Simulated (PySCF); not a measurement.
Al(F)(Me)(OH) (CH4AlFO), SMILES [CH3][Al]([OH])[F]. Atoms are numbered in the order given.

```xyz
8

Al    -0.0121     0.0494     0.0000
F     -1.5436     0.7176     0.0000
C      0.2344    -1.8693     0.0000
H      1.3016    -2.1398     0.0000
H     -0.2378    -2.3263    -0.8857
H     -0.2378    -2.3263     0.8857
O      1.3179     1.1053     0.0000
H      1.2736     2.0657     0.0000
```

The structure is a stationary point at B3LYP-D3(BJ)/def2-SVP. The values are those of a single conformer.

Level of theory: ωB97X/def2-TZVPD in PySCF.

Gas-phase values at a fixed geometry.

| Quantity | Result |
|---|---|
| total energy | -458.20957 hartree |
| point group | Cs |
| highest occupied level | -11.46 eV |
| lowest empty level | 0.92 eV |
| orbital gap | 12.38 eV |
| dipole moment | 0.73 D |
| quadrupole, principal values (traceless, Buckingham form, about the centre of nuclear charge) | -10.30, 4.75, 5.55 D·Å |
| mean static polarisability | 40.6 bohr³ (6.01 Å³) |
| polarisability, principal values | 36.2, 39.2, 46.3 bohr³ |
